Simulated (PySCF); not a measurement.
dimethyl telluride (C2H6Te), singlet, at a GFN2-xTB geometry (core potentials on Te). Base run: PBE/def2-SVP (PySCF).

Here is a job for PySCF.
```python
from pyscf import gto, scf, dft

mol = gto.M(
    atom='''
C     1.51403960   -0.61814695    0.97361016
Te    0.01637111    0.19648656   -0.35400888
C    -1.60205503   -0.43829160    0.92933228
H     1.38011691   -1.68745138    1.07645886
H     2.48866467   -0.41855255    0.54994310
H     1.44343271   -0.14926988    1.94678120
H    -1.59498997   -1.51573359    1.03418433
H    -2.53486000   -0.12860379    0.47856174
H    -1.50556944    0.02094119    1.90487761
''',
    basis='def2-svp',
    ecp={'Te': 'def2-svp'},
    verbose=4,
)

mf = dft.RKS(mol)
mf.xc = 'pbe'
mf.kernel()
```

The base run was repeated with changes; each row names its change, and settings that it needs were set with it.

```
change                                     ΔE vs base (µEh)  grid points  electrons on the grid
-----------------------------------------  ----------------  -----------  ---------------------
base                                                    0.0       109048               42.00000
grids.radi_method = mura_knowles                       -0.6       102960               42.00000
grids.becke_scheme = stratmann                          0.7       109048               42.00000
grids.atom_grid = (99, 590)                             1.1       290720               42.00000
grids.level = 7                                        -0.2       563944               42.00000
grids.level = 2                                        -1.1        68696               42.00001
grids.radi_method = delley                             -0.9       115752               42.00000
grids.atom_grid = (75, 302)                             0.0       130376               42.00000
grids.radi_method = gauss_chebyshev                    -1.1       106168               42.00000
grids.level = 5                                        -0.9       274024               42.00000
grids.prune = dft.gen_grid.treutler_prune              -1.4        96264               42.00001
```
